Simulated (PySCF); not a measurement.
How methods differ on the ionisation energy of Hg⁷¹⁺

Hg⁷¹⁺ [He] 2s2 2p5 [2p1/2^2 2p3/2^3, M_J = 3/2] → Hg⁷²⁺ [He] 2s2 2p4 [2p1/2^2 2p3/2^2, M_J = 2], as a difference of total energies. Computed with PySCF 2.14 in an uncontracted even-tempered set (16 s from 59 bohr⁻², ratio 2.4; 13 p from 76 bohr⁻², ratio 2.4; 5 d from 260 bohr⁻², ratio 2.6; 4 f from 390 bohr⁻², ratio 2.6), with the two-component X2C-1e Hamiltonian. Correlated levels: nothing frozen; the 22 highest virtual spinors dropped. "Screened" scales the spin-orbit matrix elements by Boettger's factors to mimic the two-electron term; Breit and QED terms are absent.

| method | ionisation energy (eV) |
| --- | --- |
| GHF (spin-free) | 19495.3 |
| GMP2 (spin-free) | 19497.1 |
| GHF (screened spin-orbit) | 18935.1 |
| GMP2 (screened spin-orbit) | 18936.8 |

For this ion Breit and QED terms and the two-electron picture change, all absent here, outweigh the correlation shift from GHF to GMP2.

The spin-free rows relax to the high-spin LS determinant and lack the spin-orbit shift.

The labels give the starting determinants; with spin-orbit coupling the two ends relaxed to ⟨J²⟩ = 3.75, ⟨L²⟩ = 2.04, ⟨S²⟩ = 0.79 and ⟨J²⟩ = 6.00, ⟨L²⟩ = 3.32, ⟨S²⟩ = 1.38.

For comparison: 18910 ± 60 eV (theoretical estimate listed by NIST; NIST Atomic Spectra Database, ionization energies).
